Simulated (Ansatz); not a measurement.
`CC1(C)c2ccccc2-c2ccccc21`, 29 atoms. Hardware: 4 threads of Arm Neoverse V1 on a shared host.

Correlated methods freeze 15 core orbitals.

Problem. How many basis functions does each of these Ansatz runs have, and roughly what does it cost? r2SCAN-D4/def2-TZVP, charge 0 singlet, energy and forces, from earlier orbitals; PBE0-D4/def2-SVP, charge 1 doublet at the geometry of the charge 0 singlet, energy; PBE-D4/def2-SVP, charge -1 doublet at the geometry of the charge 0 singlet, energy, from earlier orbitals; HF/STO-3G, charge 0 singlet, energy; RPA@PBE/def2-SVP, charge 0 singlet, energy, from earlier orbitals; PBE-D4/def2-SVP, charge 1 doublet at the geometry of the charge 0 singlet, energy, from earlier orbitals; PBE0-D4/def2-TZVP, charge 0 singlet, energy and forces, from earlier orbitals; PBE-D4/def2-SVP, charge 0 triplet at the geometry of the charge 0 singlet, energy, from earlier orbitals; PBE-D4/def2-SVP, charge 0 singlet, energy, from earlier orbitals; MP2/def2-SVP, charge 0 singlet, energy, from earlier orbitals; PBE0-D4/def2-SVP, charge 0 triplet at the geometry of the charge 0 singlet, energy; PBE-D4/def2-TZVP, charge 0 singlet, energy, from earlier orbitals.

Solution. Other jobs shared the machine, so times can vary by a factor of up to 3. A dash marks memory too small to be measured apart from the calling script's.

```json
{"run": "HF/STO-3G, charge 0 singlet, energy", "functions": "89", "fitting or Cholesky vectors": "1276", "wall time": "0.95 s", "peak host memory (GiB)": "–"}
{"run": "PBE-D4/def2-SVP, charge 0 singlet, energy, from earlier orbitals", "functions": "280", "fitting or Cholesky vectors": "3182", "wall time": "6.5 s", "peak host memory (GiB)": "–"}
{"run": "PBE-D4/def2-SVP, charge 1 doublet at the geometry of the charge 0 singlet, energy, from earlier orbitals", "functions": "280", "fitting or Cholesky vectors": "3182", "wall time": "13 s", "peak host memory (GiB)": "–"}
{"run": "PBE-D4/def2-SVP, charge -1 doublet at the geometry of the charge 0 singlet, energy, from earlier orbitals", "functions": "280", "fitting or Cholesky vectors": "3182", "wall time": "15 s", "peak host memory (GiB)": "–"}
{"run": "PBE-D4/def2-SVP, charge 0 triplet at the geometry of the charge 0 singlet, energy, from earlier orbitals", "functions": "280", "fitting or Cholesky vectors": "3182", "wall time": "15 s", "peak host memory (GiB)": "–"}
{"run": "MP2/def2-SVP, charge 0 singlet, energy, from earlier orbitals", "functions": "280", "fitting or Cholesky vectors": "2913", "wall time": "17 s", "peak host memory (GiB)": "1.3"}
{"run": "PBE-D4/def2-TZVP, charge 0 singlet, energy, from earlier orbitals", "functions": "549", "fitting or Cholesky vectors": "3316", "wall time": "18 s", "peak host memory (GiB)": "1.8"}
{"run": "RPA@PBE/def2-SVP, charge 0 singlet, energy, from earlier orbitals", "functions": "280", "fitting or Cholesky vectors": "2913", "wall time": "22 s", "peak host memory (GiB)": "1.2"}
{"run": "r2SCAN-D4/def2-TZVP, charge 0 singlet, energy and forces, from earlier orbitals", "functions": "549", "fitting or Cholesky vectors": "3316", "wall time": "35 s", "peak host memory (GiB)": "1.9"}
{"run": "PBE0-D4/def2-SVP, charge 1 doublet at the geometry of the charge 0 singlet, energy", "functions": "280", "fitting or Cholesky vectors": "3182", "wall time": "56 s", "peak host memory (GiB)": "2"}
{"run": "PBE0-D4/def2-TZVP, charge 0 singlet, energy and forces, from earlier orbitals", "functions": "549", "fitting or Cholesky vectors": "3316", "wall time": "60 s", "peak host memory (GiB)": "3.6"}
{"run": "PBE0-D4/def2-SVP, charge 0 triplet at the geometry of the charge 0 singlet, energy", "functions": "280", "fitting or Cholesky vectors": "3182", "wall time": "73 s", "peak host memory (GiB)": "2"}
```
